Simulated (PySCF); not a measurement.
PySCF 2.14 output of an unrestricted B2PLYP calculation on a single atom or ion in ANO-RCC-VTZP (8s7p5d3f2g1h, 104 functions), with scalar relativity by spin-free X2C-1e:

```
SCF conv_tol = 1e-09
number electrons alpha = 33  beta = 28
    A. D. Becke.,  Phys. Rev. A 38, 3098 (1988)
    C. Lee, W. Yang, and R. G. Parr.,  Phys. Rev. B 37, 785 (1988)
    B. Miehlich, A. Savin, H. Stoll, and H. Preuss.,  Chem. Phys. Lett. 157, 200 (1989)
cycle= 1 E= -10018.4379921121  delta_E= -0.01  |g|= 0.0277  |ddm|= 0.156
cycle= 2 E= -10018.4399204945  delta_E= -0.00193  |g|= 0.0159  |ddm|= 0.111
cycle= 3 E= -10018.4412536519  delta_E= -0.00133  |g|= 0.0126  |ddm|= 0.0808
cycle= 4 E= -10018.4428116577  delta_E= -0.00156  |g|= 0.012  |ddm|= 0.0977
cycle= 5 E= -10018.4449752074  delta_E= -0.00216  |g|= 0.0106  |ddm|= 0.147
cycle= 6 E= -10018.4479151565  delta_E= -0.00294  |g|= 0.00218  |ddm|= 0.338
cycle= 7 E= -10018.4479798166  delta_E= -6.47e-05  |g|= 0.00164  |ddm|= 0.0529
cycle= 8 E= -10018.4478469927  delta_E= 0.000133  |g|= 0.00456  |ddm|= 0.0765
cycle= 9 E= -10018.4479375083  delta_E= -9.05e-05  |g|= 0.00282  |ddm|= 0.0283
cycle= 10 E= -10018.4479770303  delta_E= -3.95e-05  |g|= 0.00206  |ddm|= 0.0218
cycle= 11 E= -10018.4480024211  delta_E= -2.54e-05  |g|= 0.000293  |ddm|= 0.0375
cycle= 12 E= -10018.4480030234  delta_E= -6.02e-07  |g|= 3.1e-05  |ddm|= 0.00438
cycle= 13 E= -10018.4480030267  delta_E= -3.26e-09  |g|= 1.2e-05  |ddm|= 0.000261
cycle= 14 E= -10018.4480030275  delta_E= -8.79e-10  |g|= 1.83e-06  |ddm|= 0.000158
converged SCF energy = -10018.4480030275  <S^2> = 9.3952402  2S+1 = 6.2113574
```

The run itself started from symmetry-adapted Hartree-Fock orbitals and held the occupation by maximum overlap, on a logarithmic radial grid, so the iterations belong to that start.

Problem. Which element, charge and spin multiplicity is this?

Solution. Pm (promethium, neutral), multiplicity 6; the state was [Xe] 4f4 6s2 6p1, one real determinant (an excited configuration). The SCF energy lacks the PT2 part of the double hybrid.

⟨L²⟩ = 38.44 against 56 for a pure K term, so this real determinant mixes terms. Spin-orbit coupling, absent here, splits the open shell strongly. ⟨S²⟩ = 9.40 against 8.75 shows spin contamination. The s, p, d and f populations moved away from the nominal configuration during the SCF.
